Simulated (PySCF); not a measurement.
## Ir (iridium, neutral) across methods

[Xe] 4f14 5d7 6s1 7s1, high-spin 6F determinant (an excited configuration). All numbers are calculated (PySCF 2.14, a scalar-relativistic core potential, in aug-cc-pVDZ-PP with ECP60MDF (5s5p4d2f, 54 functions)).

```json
{"method": "PBE0", "E (hartree)": "-104.1763", "mean ε 5d β (eV)": "-12.062", "mean ε 6s α (eV)": "-11.267", "mean ε 7s α (eV)": "-1.910", "Σ⟨r²⟩ (bohr²)": "109.8", "⟨S²⟩": "8.751"}
{"method": "PBE", "E (hartree)": "-104.2115", "mean ε 5d β (eV)": "-10.558", "mean ε 6s α (eV)": "-10.488", "mean ε 7s α (eV)": "-1.662", "Σ⟨r²⟩ (bohr²)": "109.7", "⟨S²⟩": "8.751"}
{"method": "BHandHLYP", "E (hartree)": "-104.0586", "mean ε 5d β (eV)": "-13.559", "mean ε 6s α (eV)": "-11.817", "mean ε 7s α (eV)": "-1.934", "Σ⟨r²⟩ (bohr²)": "110.1", "⟨S²⟩": "8.752"}
{"method": "UHF", "E (hartree)": "-103.45009", "mean ε 5d β (eV)": "-15.586", "mean ε 6s α (eV)": "-12.953", "mean ε 7s α (eV)": "-2.389", "Σ⟨r²⟩ (bohr²)": "110.9", "⟨S²⟩": "8.754"}
{"method": "LDA", "E (hartree)": "-103.9795", "mean ε 5d β (eV)": "-10.649", "mean ε 6s α (eV)": "-10.796", "mean ε 7s α (eV)": "-1.650", "Σ⟨r²⟩ (bohr²)": "109.4", "⟨S²⟩": "8.750"}
{"method": "PW91", "E (hartree)": "-104.2598", "mean ε 5d β (eV)": "-10.632", "mean ε 6s α (eV)": "-10.554", "mean ε 7s α (eV)": "-1.666", "Σ⟨r²⟩ (bohr²)": "109.6", "⟨S²⟩": "8.751"}
{"method": "r2SCAN", "E (hartree)": "-104.2259", "mean ε 5d β (eV)": "-10.660", "mean ε 6s α (eV)": "-10.755", "mean ε 7s α (eV)": "-1.620", "Σ⟨r²⟩ (bohr²)": "109.6", "⟨S²⟩": "8.751"}
{"method": "B3LYP", "E (hartree)": "-104.2150", "mean ε 5d β (eV)": "-11.908", "mean ε 6s α (eV)": "-11.073", "mean ε 7s α (eV)": "-1.765", "Σ⟨r²⟩ (bohr²)": "109.9", "⟨S²⟩": "8.751"}
{"method": "CAM-B3LYP", "E (hartree)": "-104.1233", "mean ε 5d β (eV)": "-13.552", "mean ε 6s α (eV)": "-12.360", "mean ε 7s α (eV)": "-2.168", "Σ⟨r²⟩ (bohr²)": "109.9", "⟨S²⟩": "8.751"}
```

Energies and moments cover only the electrons outside the core potential. Spin-orbit coupling, absent here, splits the open shell strongly. The outer electron is Rydberg-like, and this basis confines it to a smaller radius and binds it less than a complete one would.
